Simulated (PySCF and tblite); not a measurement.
Values are calculated unless marked as measured or tabulated.
System: C₅H₅BF₂O, numbered as in [CH3:1][c:2]1[cH:3][c:4]([B:5]([F:6])[F:7])[cH:8][o:9]1.

For the rotation about the B5–C4 bond (torsion F6–B5–C4–C3 from -180° to 0°, rising): electronic barrier 7.64 kcal/mol, zero-point change -0.12 kcal/mol, thermal and entropy terms at 250 K a further 0.36 kcal/mol (symmetry numbers apart). The minimum is Cs, the saddle Cs. The path came from a restrained scan, a climbing-image band and a saddle search at GFN2-xTB; energies are PBE0/pcSseg-1 + D3(BJ)//GFN2-xTB, thermal terms GFN2-xTB. Rates follow Eyring's equation with the number of equivalent paths and no tunnelling. (PySCF 2.14 with density fitting, tblite 0.8.)

Question: How many equivalent paths lead out of the minimum?

Answer: 2: the symmetry number of the minimum is 1, that of the saddle displaced along its mode 1, and the displaced saddle is chiral while the minimum is not, which doubles the count.

Question: Work out the rate at 250 K.

Answer: ΔG‡ = 7.88 kcal/mol; k_B T/h = 5.2×10¹² s⁻¹; exp(−ΔG‡/RT) = 1.3×10⁻⁷; times 2 gives k = 1.3×10⁶ s⁻¹. Wigner's tunnelling factor for the 66i cm⁻¹ mode would be 1.01.
